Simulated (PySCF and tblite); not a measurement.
Values are calculated unless marked as measured or tabulated.
C8H12ClF, numbered as in [CH3:1][C@H:2]1[CH2:3][CH2:4][CH2:5][C@H:6]([Cl:7])/[C:8]1=[CH:9]/[F:10].

Geometries GFN2-xTB; weights from B3LYP-D3(BJ)/def2-SVP (IEF-PCM, acetonitrile) energies and GFN2-xTB thermal corrections, with symmetry numbers and mirror pairs. Conformers within 2.5 kcal/mol (GFN2-xTB free energy) were kept, 2 at most. GIAO shieldings: B97-2/pcSseg-1 (IEF-PCM, acetonitrile). Shifts are against TMS (¹H), TMS (¹³C) at the same level. Run with PySCF (density fitting) and tblite.

The 6-ring runs over atoms 2–3–4–5–6–8.

| conformer | shape | symmetry | E(GFN2) kcal/mol | E(DFT) kcal/mol |
| --- | --- | --- | --- | --- |
| 1 | 6-ring chair (Cl7 axial) | C1 | 0.63 | 0.00 |
| 2 | 6-ring chair (C1 axial) | C1 | 0.00 | 1.04 |

Task: How much do the weights at 298.15 K and the averaged shift of H2 depend on how the conformers are weighted?

Result: 
```
                                                              weighting  1 (%)  2 (%)  δ (ppm)  rms dipole (D)
DFT energy with thermal terms, symmetry and mirror images (full scheme)     78     22     2.87            2.42
                             DFT energy with symmetry and mirror images     85     15     2.83            2.37
                                                        bare DFT energy     85     15     2.83            2.37
                        GFN2-xTB energy with symmetry and mirror images     26     74     3.18            2.75
                                                   GFN2-xTB free energy     18     82     3.23            2.79
                                                leading conformer alone    100      0     2.74            2.27
                                                          equal weights     50     50     3.03            2.60
                         full scheme, search stopped after three starts      0    100     3.33            2.90
```

The largest departure from the full scheme, 0.46 ppm, comes with: full scheme, search stopped after three starts.

For its torsions the set is small; conformers may be missing.
